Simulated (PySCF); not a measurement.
## From computed data to an observable: refractive index and permittivity of the vapour

C₂H₅ClFNSi, SMILES N[Si@H](Cl)/C=C/F.

Geometry optimised at ωB97X-D3(BJ)/def2-SVP. The structure was generated by enumeration; whether it is a known compound was not checked. The values are those of a single conformer.

HF/def2-TZVP in PySCF gives a mean static polarisability of 62.8 bohr³ and a dipole moment of 1.95 D. Take an ideal gas at 298.15 K and 1 bar, whether or not the substance is that volatile.

**Question.** Work out n − 1 in the optical limit and the static ε − 1.

**Answer.** 
Polarisability volume α' = 62.8 × 0.148185 = 9.31 Å³. Number density N = p/kT = 2.43e-5 Å⁻³.
Dilute limit of Lorentz–Lorenz: n − 1 = 2π N α' = 0.0014.
Orientation term of Debye: μ²/(3kT) = 8.098 Å³ × μ²(D²) = 30.79 Å³.
ε − 1 = 4π N (α' + μ²/3kT) = 0.012. Orientation of the dipole supplies 77 % of the static response; it can't follow optical fields. Vibrational polarisation and dispersion are left out.
